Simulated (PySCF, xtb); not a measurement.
C₃H₈O₂Si, SMILES C([Si@@H](O)OC)=C. One conformer was computed; it need not be the lowest.

Harmonic wavenumbers (cm⁻¹) from GFN2-xTB (xtb 6.7.1) at its own minimum, in rising order: 54, 85, 89, 118, 167, 231, 258, 318, 366, 501, 643, 692, 707, 785, 812, 886, 924, 1013, 1039, 1132, 1134, 1154, 1286, 1412, 1418, 1482, 1491, 1678, 2296, 2945, 2958, 2983, 3030, 3068, 3115, 3658.

Task: What does PBE-D3(BJ)/def2-SVP (PySCF) give at its own minimum? (The exact figures need the calculation; the answer reports its results.)

Result: 59, 79, 101, 126, 185, 240, 303, 357, 399, 518, 638, 728, 787, 822, 882, 884, 960, 976, 1009, 1118, 1136, 1170, 1234, 1366, 1420, 1423, 1426, 1620, 2187, 2918, 2989, 3037, 3049, 3067, 3149, 3751. Paired by order, the mean absolute difference is 33 cm⁻¹ and the zero-point energies are 65.7 and 65.9 kcal/mol.
